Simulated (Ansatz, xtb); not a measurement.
# CH4FGeNSi: which of two isomers lies lower

Structure I is `N#[C][Ge@@H]([F])[SiH3]`, a singlet and structure II is `N#C[Si@@H](F)[GeH3]`, a singlet. Both are isolated molecules in the gas phase, relaxed with PBE0-D3(BJ)/def2-SVP.

I (Å):

```yaml
atoms:
  - { symbol: C, position_ang: [-2.5423, 0.3685, 1.7987] }
  - { symbol: F, position_ang: [-2.0588, -0.7858, -0.8279] }
  - { symbol: Ge, position_ang: [-1.2609, 0.2031, 0.3647] }
  - { symbol: N, position_ang: [-3.2976, 0.5304, 2.6636] }
  - { symbol: Si, position_ang: [-0.8511, 2.3529, -0.5736] }
  - { symbol: H, position_ang: [-0.0849, -0.6199, 0.9043] }
  - { symbol: H, position_ang: [0.0855, 2.1980, -1.7229] }
  - { symbol: H, position_ang: [-0.2370, 3.1997, 0.4898] }
  - { symbol: H, position_ang: [-2.1547, 2.9194, -1.0180] }
```

II (Å):

```tsv
atom	x (Å)	y (Å)	z (Å)
C	-3.2244	0.4354	0.7908
F	-2.5386	1.6188	-1.6523
Ge	-0.0591	1.7886	0.5260
N	-4.0099	0.2896	1.6318
Si	-1.8999	0.6835	-0.4887
H	-1.6007	-0.6527	-1.0647
H	0.4844	0.8989	1.6551
H	1.0372	2.0190	-0.5258
H	-0.5316	3.1330	1.0965
```

Task: Estimate E(II) − E(I) at the level CCSD(T)/def2-SVP + ΔMP2/def2-TZVPP.

Result: Calculated at CCSD(T)/def2-SVP + ΔMP2/def2-TZVPP: E(II) − E(I) = −19.4 kcal/mol, so structure II lies lower.

How the difference moves with the method:

```
                             level              geometry  E(II) − E(I) (kcal/mol)  departure from the last row (kcal/mol)  job, with rough time for the two
                          GFN2-xTB              GFN2-xTB                      −1.7                                   +17.7              optimisation, 0.14 s
                         HF/STO-3G              GFN2-xTB                     −15.6                                    +3.8              single point, 0.48 s
                r2SCAN-D4/def2-SVP              GFN2-xTB                     −18.0                                    +1.5                 single point, 5 s
              PBE0-D3(BJ)/def2-SVP  PBE0-D3(BJ)/def2-SVP                     −17.5                                    +1.9                optimisation, 48 s
                       HF/def2-SVP  PBE0-D3(BJ)/def2-SVP                     −16.8                                    +2.6           part of the CCSD(T) run
                      MP2/def2-SVP  PBE0-D3(BJ)/def2-SVP                     −17.2                                    +2.2           part of the CCSD(T) run
                  CCSD(T)/def2-SVP  PBE0-D3(BJ)/def2-SVP                     −16.7                                    +2.8                      single point
CCSD(T)/def2-SVP + ΔMP2/def2-TZVPP  PBE0-D3(BJ)/def2-SVP                     −19.4                                                        single point, 43 s
```

As drawn, II has 1 C–Si, 1 F–Si, 2 Ge–H in place of 1 C–Ge, 1 F–Ge, 2 Si–H.

None of the levels shown reverses the order. The largest departure from CCSD(T)/def2-SVP + ΔMP2/def2-TZVPP is that of GFN2-xTB, 17.7 kcal/mol. A small imaginary or near-zero mode remains, so no thermal terms are given. The last row adds to CCSD(T) the change of the MP2 difference between the two basis sets, here −2.8 kcal/mol.

The correlated steps freeze 17 core orbitals; the filled d shell of Ge is correlated, in a basis made for valence electrons. Programs: Ansatz 0.2.0, xtb 6.7.1; the last row on 2 threads of Arm Neoverse V1 on a shared host.
